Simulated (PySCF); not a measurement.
Compound: C9H11N.
Numbering: `[CH2:1]=[CH:2][c:3]1[cH:4][cH:5][cH:6][cH:7][c:8]1[CH2:9][NH2:10]`

Structure used (PBE0-D3(BJ)/def2-SVP), in Å, numbered top down from 1:
```xyz
21
C9H11N angstrom
C      1.642   -0.553   -2.313
C      1.372   -0.721   -1.013
C      0.603    0.209   -0.169
C      0.646    1.589   -0.410
C     -0.083    2.482    0.369
C     -0.866    2.003    1.417
C     -0.910    0.634    1.672
C     -0.188   -0.277    0.897
C     -0.321   -1.761    1.162
N     -1.034   -2.522    0.151
H      1.265    0.306   -2.877
H      2.244   -1.281   -2.862
H      1.750   -1.625   -0.521
H      1.288    1.966   -1.210
H     -0.029    3.554    0.165
H     -1.437    2.695    2.040
H     -1.523    0.256    2.496
H     -0.833   -1.899    2.129
H      0.677   -2.213    1.292
H     -0.544   -2.462   -0.740
H     -1.947   -2.098   -0.010
```

NICS is the negative of the GIAO shielding at a point without a nucleus: at the ring centre (0) and 1 Å above and below it (1); zz is the component along the ring normal. Level: GIAO B97-2/pcSseg-1 (PySCF, non-relativistic, gas phase) on the PBE0-D3(BJ)/def2-SVP geometry, one conformer.

Ring bond lengths (Å): C3–C4 1.402, C4–C5 1.391, C5–C6 1.393, C6–C7 1.393, C7–C8 1.397, C8–C3 1.414.

Problem. What do the NICS probes read (ppm)?

Solution. 
```json
{"ring": "C3–C4–C5–C6–C7–C8", "type": "6-membered carbocycle; formal bonds all aromatic", "NICS(0)": "-8.3", "NICS(1), two faces": "-11.0 / -10.8", "NICS(1)zz, two faces": "-27.1 / -26.1", "rms pucker (Å)": "0.00", "centre to ring atoms, mean (Å)": "1.40"}
```

Problem. What can be read from them?

Solution. 
- C3–C4–C5–C6–C7–C8: mean NICS(1)zz -26.6 ppm, shielded. The ring is flat and has no four-coordinate atom; by the NICS criterion it is aromatic.

Problem. And the bond-length index? HOMA = 1 − mean of α(R − Ropt)² over the ring bonds, with Krygowski's 1993 parameters (CC: Ropt 1.388 Å, α 257.7 Å⁻²).

Solution. 
- C3–C4–C5–C6–C7–C8: HOMA 0.96 = 1 − EN − GEO, with mean bond length 1.398 Å, EN = α(Ropt − mean)² = 0.028 and GEO = α × variance = 0.015. The geometric and the magnetic index point the same way.

Problem. Give the inner angles of the rings.

Solution. 
- C3–C4–C5–C6–C7–C8: C3 119.0°, C4 121.3°, C5 119.7°, C6 119.6°, C7 121.5°, C8 118.9°; sum 720.0° against 720° for a flat convex ring.

Problem. How do the values depend on the level or the medium?

Solution. 
```
                                   level  NICS(0), C3–C4–C5–C6–C7–C8  mean NICS(1)zz, C3–C4–C5–C6–C7–C8
                     B97-2/pcSseg-1, gas                        -8.3                              -26.6
                      PBE0/pcSseg-1, gas                        -8.3                              -26.8
       PBE0/pcSseg-1, IEF-PCM chloroform                        -8.2                              -26.9
PBE0/pcSseg-1, IEF-PCM dimethylsulfoxide                        -8.1                              -26.9
```

The geometry is the same throughout; the continuum's cavity takes Bondi-type radii × 1.2.
